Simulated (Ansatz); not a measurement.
Relaxation of GaH₅O (7 atoms, charge 0, multiplicity 1), to a largest force component of 0.03 eV/Å in at most 50 steps.

These are results of Ansatz, RKS PBE-D4/def2-SVP, not measurements.

```xyz
7
Properties=species:S:1:pos:R:3
Ga 0.044 -0.433 -0.446
H -0.011 -0.097 2.306
H 1.424 0.273 -0.660
H -1.397 0.084 -0.815
O 0.204 -2.100 0.218
H -0.651 -2.553 0.314
H 0.060 -0.722 1.950
```

**Question.** Where does it end, and by what steps?

**Answer.** The forces met the threshold. The force dipped under the threshold on the way, but the program's further checks kept it going. After 17 steps the energy has fallen by 0.099 eV; H6 moved furthest, 0.38 Å.

```csv
step,energy less start (eV),largest force component (eV/Å),accepted
0,0.0000,1.767,yes
1,-0.0888,0.175,yes
2,-0.0878,0.640,no
3,-0.0940,0.139,yes
4,-0.0948,0.234,yes
5,-0.0957,0.125,yes
6,-0.0961,0.038,yes
7,-0.0964,0.018,yes
8,-0.0946,0.399,no
9,-0.0975,0.090,yes
10,-0.0971,0.235,no
11,-0.0979,0.058,yes
12,-0.0956,0.153,no
13,-0.0984,0.010,yes
14,-0.0985,0.026,yes
15,-0.0986,0.081,yes
16,-0.0987,0.043,yes
17,-0.0988,0.003,yes
```

```xyz
7
Properties=species:S:1:pos:R:3
Ga 0.043 -0.519 -0.406
H -0.055 0.240 2.257
H 1.433 0.194 -0.539
H -1.408 0.079 -0.577
O 0.205 -2.291 -0.071
H -0.657 -2.741 -0.014
H 0.111 -0.511 2.217
```

The run took 29 s on 1 thread of Arm Neoverse V2, with other jobs on the host, peak memory 0.12 GiB.
